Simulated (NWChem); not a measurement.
System: SiH3O3I; SMILES [Si](O)(I)(O)O

Excerpt of the output:

```
             Northwest Computational Chemistry Package (NWChem) 7.3.0
             --------------------------------------------------------

 C3  symmetry detected

                             Geometry "geometry" -> ""
                             -------------------------

 Output coordinates in angstroms (scale by  1.889725989 to convert to a.u.)

  No.       Tag          Charge          X              Y              Z
 ---- ---------------- ---------- -------------- -------------- --------------
    1 O                    8.0000     0.00000000     1.54621124    -1.78518347
    2 Si                  14.0000     0.00000000    -0.00000000    -1.24534747
    3 O                    8.0000     1.33905821    -0.77310562    -1.78518347
    4 O                    8.0000    -1.33905821    -0.77310562    -1.78518347
    5 I                   53.0000    -0.00000000    -0.00000000     1.22088853
    6 H                    1.0000     0.70217684     2.12644968    -1.47594147
    7 H                    1.0000     1.49047103    -1.67132783    -1.47594147
    8 H                    1.0000    -2.19264787    -0.45512186    -1.47594147

 Effective nuclear repulsion energy (a.u.)     560.1459329252

      Symmetry information
      --------------------

 Group name             C3
 Group number              5
 Group order               3
 No. of unique centers     4

                                 NWChem DFT Module
                                 -----------------

 Summary of "ao basis" -> "ao basis" (spherical)
 ------------------------------------------------------------------------------
       Tag                 Description            Shells   Functions and Types
 ---------------- ------------------------------  ------  ---------------------
 O                           3-21g                   5        9   3s2p
 Si                          3-21g                   7       13   4s3p
 I                           3-21g                  13       31   6s5p2d
 H                           3-21g                   2        2   2s

      Symmetry analysis of basis
      --------------------------

        a          31
        e+         23
        e-         23

  Rotation of axis

            General Information
            -------------------
          SCF calculation type: DFT
          Wavefunction type:  closed shell.
          No. of atoms     :     8
          No. of electrons :    94
           Alpha electrons :    47
            Beta electrons :    47
          Charge           :     0
          Spin multiplicity:     1
          Use of symmetry is: on ; symmetry adaption is: on
          Maximum number of iterations: 150
          AO basis - number of functions:    77
                     number of shells:    41
          Convergence on energy requested:  1.00D-06
          Convergence on density requested:  1.00D-05
          Convergence on gradient requested:  5.00D-04

              XC Information
              --------------
                  TPSS metaGGA Exchange Functional  1.000
             TPSS03 metaGGA Correlation Functional  1.000

             Grid Information
             ----------------
          Grid used for XC integration:  medium
          Radial quadrature: Mura-Knowles
          Angular quadrature: Lebedev.
          Tag              B.-S. Rad. Rad. Pts. Rad. Cut. Ang. Pts.
          ---              ---------- --------- --------- ---------
          O                   0.60       49          10.0       434
          Si                  1.10       88           9.0       590
          I                   1.40      123           9.0       590
          H                   0.35       45          10.0       434
          Grid pruning is: on
          Number of quadrature shells:   305
          Spatial weights used:  Erf1

      Superposition of Atomic Density Guess
      -------------------------------------

 Sum of atomic energies:       -7399.23960740

      Non-variational initial energy
      ------------------------------

 Total energy =   -7400.657449
 1-e energy   =  -11302.647907
 2-e energy   =    3341.844525
 HOMO         =      -0.347990
 LUMO         =       0.056017

      Symmetry analysis of molecular orbitals - initial
      -------------------------------------------------

  Numbering of irreducible representations:

     1 a           2 e+          3 e-

  Orbital symmetries:

     1 a           2 a           3 a           4 e+          5 e+
     6 a           7 a           8 a           9 e+         10 e+
    11 a          12 e+         13 e+         14 e+         15 e+
    16 a          17 e+         18 e+         19 a          20 a
    21 a          22 e+         23 e+         24 e+         25 e+
    26 a          27 a          28 e+         29 e+         30 e+
    31 e+         32 a          33 e+         34 e+         35 a
    36 a          37 e+         38 e+         39 a          40 e+
    41 e+         42 a          43 e+         44 e+         45 a
    46 e+         47 e+         48 a          49 a          50 e+
    51 e+         52 e+         53 e+         54 a          55 a
    56 a          57 e+

     ---------------------------------------------
      Total Density - Mulliken Population Analysis
     ---------------------------------------------

    Atom       Charge   Shell Charges
 -----------   ------   -------------------------------------------------------
    1 O    8     9.04   1.99  0.43  2.29  1.43  2.90
    2 Si  14    12.08   2.00  1.97  5.85  0.57  0.92  0.29  0.49
    3 O    8     9.04   1.99  0.43  2.29  1.43  2.90
    4 O    8     9.04   1.99  0.43  2.29  1.43  2.90
    5 I   53    53.39   2.00  2.00  6.00  2.00  6.00  2.00  5.97  0.95  2.71  1.02  2.76 10.00 10.00
    6 H    1     0.47   0.31  0.16
    7 H    1     0.47   0.31  0.16
    8 H    1     0.47   0.31  0.16

   convergence    iter        energy       DeltaE   RMS-Dens  Diis-err
 ---------------- ----- ----------------- --------- --------- ---------
 d= 0,ls=0.0,diis     1  -7403.8124669127 -7.96D+03  2.79D-02  1.21D+00
 d= 0,ls=0.0,diis     2  -7403.6834624625  1.29D-01  1.79D-02  2.74D+00
 d= 0,ls=0.0,diis     3  -7403.9518248836 -2.68D-01  6.14D-03  6.39D-02
 d= 0,ls=0.0,diis     4  -7403.9571815494 -5.36D-03  2.58D-03  1.21D-02
 d= 0,ls=0.0,diis     5  -7403.9599502627 -2.77D-03  1.92D-04  8.98D-05
  Resetting Diis
 d= 0,ls=0.0,diis     6  -7403.9599667128 -1.65D-05  2.29D-05  6.24D-07
 d= 0,ls=0.0,diis     7  -7403.9599668263 -1.13D-07  7.95D-06  4.85D-08

         Total DFT energy =    -7403.959966826287
      One electron energy =   -11306.247439557665
           Coulomb energy =     3566.212320822450
    Exchange-Corr. energy =     -224.070781016291
 Nuclear repulsion energy =      560.145932925219

 Numeric. integr. density =       93.999991310462

                  Occupations of the irreducible representations
                  ----------------------------------------------

                     irrep           alpha         beta
                     --------     --------     --------
                     a                19.0         19.0
                     e+               28.0         28.0
                     e-                0.0          0.0

                       DFT Final Molecular Orbital Analysis
                       ------------------------------------

 Vector   45  Occ=2.000000D+00  E=-2.688545D-01  Symmetry=a
              MO Center= -5.7D-15,  6.0D-14, -5.0D-01, r^2= 5.2D+00
   Bfn.  Coefficient  Atom+Function         Bfn.  Coefficient  Atom+Function
  ----- ------------  ---------------      ----- ------------  ---------------
    57      0.422941  5 I  pz                61      0.403106  5 I  pz
    53     -0.333470  5 I  pz                 9      0.249962  1 O  pz
    31      0.249962  3 O  pz                40      0.249962  4 O  pz
    22      0.222306  2 Si pz                 5      0.219814  1 O  pz
    27      0.219814  3 O  pz                36      0.219814  4 O  pz

 Vector   46  Occ=2.000000D+00  E=-2.422744D-01  Symmetry=e+
              MO Center= -6.3D-02, -7.1D-02,  7.7D-01, r^2= 3.3D+00
   Bfn.  Coefficient  Atom+Function         Bfn.  Coefficient  Atom+Function
  ----- ------------  ---------------      ----- ------------  ---------------
    55      0.481532  5 I  px                59      0.430216  5 I  px
    51     -0.390758  5 I  px                56      0.290555  5 I  py
    60      0.269255  5 I  py                52     -0.237480  5 I  py
    40      0.188347  4 O  pz                47      0.175867  5 I  px
    36      0.161111  4 O  pz                31     -0.116113  3 O  pz

 Vector   47  Occ=2.000000D+00  E=-2.422744D-01  Symmetry=e+
              MO Center=  6.3D-02,  7.1D-02,  7.7D-01, r^2= 3.3D+00
   Bfn.  Coefficient  Atom+Function         Bfn.  Coefficient  Atom+Function
  ----- ------------  ---------------      ----- ------------  ---------------
    56      0.481532  5 I  py                60      0.430216  5 I  py
    52     -0.390758  5 I  py                55     -0.290555  5 I  px
    59     -0.269255  5 I  px                51      0.237480  5 I  px
     9     -0.175780  1 O  pz                48      0.175867  5 I  py
    31      0.150447  3 O  pz                 5     -0.148977  1 O  pz

 Vector   48  Occ=0.000000D+00  E=-2.316287D-02  Symmetry=a
              MO Center=  1.5D-15,  1.5D-15, -3.0D-01, r^2= 4.1D+00
   Bfn.  Coefficient  Atom+Function         Bfn.  Coefficient  Atom+Function
  ----- ------------  ---------------      ----- ------------  ---------------
    19      1.066436  2 Si s                 61      0.669739  5 I  pz
    58     -0.348185  5 I  s                 18      0.341224  2 Si pz
     6     -0.331940  1 O  s                 28     -0.331940  3 O  s
    37     -0.331940  4 O  s                 57      0.331310  5 I  pz
    22      0.276974  2 Si pz                53     -0.278346  5 I  pz

[...]
```

Level: TPSS/3-21G, non-relativistic. All runs use the structure optimised with PBE0/def2-SVP (def2 core potentials past Kr). No frequency run checked for a minimum.

Q: Reconstruct the input file.

A: This is not unique; one that fits is the input that was run:
```
start job
memory heap 200 mb stack 900 mb global 1100 mb
geometry units angstroms noautoz
  O      0.044700     1.545565    -1.851396
  Si     0.000000     0.000000    -1.311560
  O      1.316148    -0.811494    -1.851396
  O     -1.360849    -0.734071    -1.851396
  I      0.000000     0.000000     1.154676
  H      0.763358     2.105261    -1.542154
  H      1.441531    -1.713718    -1.542154
  H     -2.204889    -0.391543    -1.542154
end
basis spherical
  O library 3-21g
  Si library 3-21g
  I library 3-21g
  H library 3-21g
end
dft
  xc xtpss03 ctpss03
  iterations 150
  mulliken
end
task dft energy
```
